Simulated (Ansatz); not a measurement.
Correlation energies of C$_{2}$H$_{5}$O$_{2}$Si (`[CH]=C[SiH](O)O`) radical by basis set

```csv
atom,x (Å),y (Å),z (Å)
C1,0.3098,0.5558,-1.7802
C2,-0.5870,0.3225,-0.8667
Si3,-0.1203,0.0733,0.9304
O4,1.5143,0.1140,1.0390
O5,-0.7248,-1.3334,1.5096
H6,0.3945,0.7391,-2.8429
H7,-1.6483,0.2684,-1.1419
H8,-0.7380,1.1051,1.7878
H9,1.9775,0.3043,0.2200
H10,-0.3776,-2.1492,1.1449
```

Charge 0, multiplicity 2. All single points use the PBE0-D4/def2-TZVP geometry. It is one conformer, not always the lowest. Frozen core, unrestricted reference, the Gaussian-basis code of Ansatz. CBS rows extrapolate triple and quadruple zeta; past MP2 they add the triple-zeta difference.

```
     basis     HF (Eh)  MP2 corr.  CCSD corr.       (T)  CCSD(T) total
  def2-SVP  -517.05312   -0.68917    -0.73951  -0.02009     -517.81272
def2-TZVPP  -517.45002   -0.87540    -0.91645  -0.03624     -518.40271
def2-QZVPP  -517.47026   -0.94380           –         –              –
 CBS(def2)  -517.47305   -0.99447    -1.03552     as TZ     -518.54481
```

The UHF reference is spin-contaminated (⟨S²⟩ = 0.92, T1 = 0.027).
